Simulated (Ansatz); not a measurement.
F₂H₆N₂OSi₂ (`N[SiH2]O[Si](N)(F)F`) at its PBE0-D4/def2-TZVP geometry, where that method's forces vanish. Total charge 0; spin multiplicity 1.

```xyz
13

N    -2.0015    0.9108   -1.1638
Si   -0.3236    1.1600   -1.2843
O     0.6040    0.1726   -0.3361
Si    0.4715   -0.8530    0.8895
N     2.0025   -1.2414    1.4549
F    -0.2880   -2.1805    0.4740
F    -0.4859   -0.2160    1.9890
H    -2.5261    1.2334   -0.3673
H    -2.4524    0.1319   -1.6147
H    -0.0294    2.5473   -0.8593
H     0.0871    0.8887   -2.6794
H     2.7738   -0.6069    1.3467
H     2.1680   -1.9469    2.1508
```

Q: What forces (eV/Å) does ωB97M-V/def2-TZVPP give on these atoms in the Gaussian-basis code of Ansatz? (An estimate is asked.)

A: Ansatz gave: 
```
N1  -0.053 -0.029  0.021
Si2  0.113  0.195 -0.173
O3   0.041  0.034 -0.052
Si4  0.091  0.001 -0.003
N5   0.068 -0.018  0.044
F6  -0.082 -0.141 -0.054
F7  -0.095  0.077  0.111
H8  -0.003 -0.012 -0.019
H9  -0.006  0.019  0.016
H10 -0.036 -0.156 -0.047
H11 -0.049  0.032  0.158
H12 -0.002 -0.019  0.010
H13  0.014  0.017 -0.011
```
